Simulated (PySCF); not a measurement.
**Which functional comes closest?**

Molecule: SMILES ClB(Cl)Cl, BCl₃.

Bonds (- single, = double, # triple, : aromatic): Cl1-B2 1.742 Å, B2-Cl3 1.742 Å, B2-Cl4 1.742 Å.

Geometry PBE0-D3(BJ)/def2-SVP throughout; GIAO in PySCF 2.14.0 with density-fitted response routines, gas phase, one conformer, non-relativistic; equivalent atoms averaged; basis pcSseg-2.

Reference values (measured; Macháček, Bühl, Fanfrlík, Hnyk, 11B NMR of BX3 and BX4-, J. Phys. Chem. A (author manuscript)): δ(B2) = 46.5 ppm vs BF3.OEt2. Computed shifts are taken against BF3·OEt2, calculated as an isolated molecule at each level.

How do the functionals HF, LDA, PBE, BLYP, BP86, OPBE, KT2, KT3, B97-D, B3LYP, PBE0, mPW1PW91, WP04, B97-2, BHandHLYP, CAM-B3LYP, wB97X-D, LC-wPBE perform against the reference? Times are CPU seconds on shared hosts with different chips, so compare them loosely; the GGAs took longer than the global hybrids here, which isn't the general rule, and the cause wasn't traced.

## Answers


```csv
functional,kind,B2,abs. error B,core-s
HF,Hartree–Fock,53.7,7.2,5.3
LDA,LDA,52.2,5.7,8
PBE,GGA,50.6,4.1,9.6
BLYP,GGA,53.4,6.9,9.6
BP86,GGA,50.6,4.1,9.7
OPBE,GGA,45.6,0.9,10
KT2,GGA,47.2,0.7,10
KT3,GGA,46.7,0.2,9.5
B97-D,GGA,49.0,2.5,9.9
B3LYP,global hybrid,55.1,8.6,7.5
PBE0,global hybrid,52.7,6.2,7.8
mPW1PW91,global hybrid,53.0,6.5,5.5
WP04,global hybrid,57.2,10.7,6
B97-2,global hybrid,51.0,4.5,7.4
BHandHLYP,global hybrid,56.1,9.6,6.5
CAM-B3LYP,range-separated hybrid,56.8,10.3,8.4
wB97X-D,range-separated hybrid,53.2,6.7,8.4
LC-wPBE,range-separated hybrid,55.5,9.0,10
```

For 11B the closest is KT3 (0.2 ppm) and the furthest WP04 (10.7 ppm). One molecule is a small sample, and vibrational and solvent effects are absent from the calculation.
